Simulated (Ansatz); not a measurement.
C₃BN₃O₃ (`O=C=NB(N=C=O)N=C=O`). Charge 0, multiplicity 1.

```xyz
10

O     1.621    2.582    1.956
C     1.099    1.902    1.178
N     0.560    1.273    0.305
B     0.000    0.000    0.001
N    -0.009   -1.029    0.986
C    -0.341   -2.169    1.181
O    -0.626   -3.256    1.458
N    -0.553   -0.245   -1.289
C    -0.757    0.266   -2.359
O    -0.993    0.675   -3.416
```

Question: What are the harmonic wavenumbers in cm⁻¹ at PBE0-D4/def2-TZVP (Ansatz, finite differences of forces, unscaled)? (An estimate is asked.)

Answer: Ansatz gave: 47, 47, 53, 102, 104, 104, 391, 391, 542, 613, 651, 651, 654, 662, 662, 696, 1104, 1104, 1525, 1595, 1596, 2373, 2373, 2442.

Question: Is this a minimum?

Answer: Yes, all 24 modes are real.

Question: Give the ideal-gas thermochemistry at 298.15 K and 1 bar (rigid rotor, harmonic oscillator; point group C3h, symmetry number 3).

Answer: Zero-point energy 122.5 kJ/mol; H(298) − E = 149.5 kJ/mol; entropy 414.7 J/(mol·K), of which translation 170.2, rotation 119.0, vibration 125.5; G(298) − E = 25.9 kJ/mol. Modes under 100 cm⁻¹ are hindered rotations or soft bends, so the harmonic entropy is rough.

Question: And at 400, 500, 600, 800 and 1000 K?

Answer: 
| T (K) | H − E (kJ/mol) | S (J/mol/K) | G − E (kJ/mol) |
| --- | --- | --- | --- |
| 400 | 163.8 | 455.6 | -18.5 |
| 500 | 179.4 | 490.4 | -65.8 |
| 600 | 196.2 | 521.1 | -116.5 |
| 800 | 232.8 | 573.6 | -226.1 |
| 1000 | 272.0 | 617.3 | -345.3 |

Question: Rotational constants (cm⁻¹)?

Answer: 0.03594, 0.03589, 0.01796.
